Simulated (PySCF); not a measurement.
Computed shifts of a molecule C4H7BF2, PBE/pcSseg-1 (PySCF), GIAO, gas phase, equivalent atoms averaged, in ppm (number of nuclei): ¹⁹F: -53.2 (1), -276.2 (1). ¹³C: 95.0 (1), 43.7 (1), 29.3 (1), 24.2 (1). ¹H: 4.96 (1), 2.84 (1), 2.48 (1), 2.32 (1), 1.90 (1), 1.81 (1), 1.15 (1). References: ¹⁹F against CFCl3 (σ = 133.6 ppm); ¹¹B against BF3 (σ = 83.9 ppm); ¹³C against TMS (σ = 182.0 ppm); ¹H against TMS (σ = 31.49 ppm), references at their B3LYP-D3(BJ)/def2-TZVP geometries, non-relativistic. Coordinates come from a PBE-D3(BJ)/def2-SVP optimisation. The values are those of a single conformer.

Q: Identify the compound among the candidates.
A. C=C(C)CB(F)F
B. C[C@@H]1C[C@H]1B(F)F
C. FB1CCC[C@H]1F
D. CC1(B(F)F)CC1

A: C, FB1CCC[C@H]1F
